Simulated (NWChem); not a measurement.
**Lowest excitation of H4Zr**

```
Zr
H 1 1.8442
H 1 1.8442 2 109.47
H 1 1.8442 2 109.47 3 -120.00
H 1 1.8442 2 109.47 3 120.00
```
Charge 0, spin multiplicity 1.

Everything below was run with NWChem. Structure: optimised with PBE0/def2-SVP with def2 effective core potentials on Zr, a minimum by its harmonic frequencies.

Basis set: def2-SVPD.

| method | lowest vertical singlet excitation energy (eV) | relative cost | difference from EOM-CCSD |
|---|---|---|---|
| CIS | 5.09 | 1 | +0.79 |
| TD-PBE | 3.67 | under 3 | -0.64 |
| EOM-CCSD | 4.30 | under 3 | 0.00 |
| TD-B3LYP | 3.94 | under 3 | -0.36 |
| TD-CAM-B3LYP | 4.12 | 4 | -0.19 |

The values span 1.42 eV, from TD-PBE (lowest) to CIS (highest). The cost column gives rough processor time relative to CIS; each entry includes its own SCF.

Effective core potentials replace the inner electrons of Zr; spin-orbit coupling is left out. The correlated methods freeze no orbitals. B3LYP has NWChem's definition, with VWN1-RPA local correlation. GW and range-separated runs recompute their integrals, the others keep them in memory, which bears on the times. The structure started from a generated list of species. Differences from the coupled-cluster row are differences between methods, not errors against experiment.
